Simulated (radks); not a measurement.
The numbers below are computed, except where a source is named.
The mean radii <r> (bohr) of the occupied orbitals of an atom or ion are listed with their occupations. Code: a radial shooting solver on a logarithmic mesh with Libxc functionals. Model: Dirac Kohn-Sham, BLYP, spin-unpolarised, spherical densities, point nucleus.

orbital      occ.      <r>
1s1/2           2  0.02781
2s1/2           2   0.1194
2p1/2           2   0.1008
2p3/2           4   0.1064
3s1/2           2   0.3219
3p1/2           2   0.3123
3p3/2           4   0.3237
3d3/2           4   0.2947
3d5/2           6   0.2983
4s1/2           2   0.7641
4p1/2           2   0.8007
4p3/2           4   0.8293
4d3/2           4   0.9584
4d5/2           6   0.9701
5s1/2           2    1.922
5p1/2    0.333333    2.187
5p3/2    0.666667    2.258

Name the element and its charge. Open shells, if any, are shared by 2j + 1.

Answer. Z = 52, tellurium, charge +3: Te3+ in [Kr] 4d10 5s2 5p1. The 1s radius gives Z: for a bare nucleus <r> = (2 gamma + 1)/(2Z) with gamma = sqrt(1 - (Z/c)^2), 0.02741 bohr for Z = 52, and screening makes it slightly larger (0.02781 here). The occupations add up to 49, and the charge is Z minus that.
